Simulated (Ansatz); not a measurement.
Z-matrix (Å, degrees):
```
C
Al 1 1.929
S 1 1.859 2 84.2
H 1 1.090 2 115.5 3 103.7
H 1 1.086 2 126.3 3 -111.5
Cl 2 2.106 1 119.5 3 84.4
S 2 2.179 1 120.6 3 -100.6
H 3 1.344 1 96.9 2 -78.6
H 7 1.344 2 92.6 1 172.4
```

Total charge 0; spin multiplicity 1.

**Question.** List the PBE0/def2-TZVPP orbital energies in eV (Ansatz 0.2.0). (An estimate is asked.)

**Answer.** Computed: Occupied: -2767.01, -2423.47, -2422.17, -1528.61, -279.07, -258.87, -218.77, -217.54, -197.12, -197.04, -197.03, -162.61, -162.53, -162.41, -161.37, -161.28, -161.20, -114.41, -74.48, -74.39, -74.33, -22.70, -22.37, -20.09, -18.26, -13.32, -12.52, -11.67, -11.25, -10.77, -9.62, -9.52, -9.43, -8.70, -7.81, -7.23. Lowest empty: -0.54, 0.06, 0.17, 0.62, 0.74, 1.63, 1.87, 2.51.
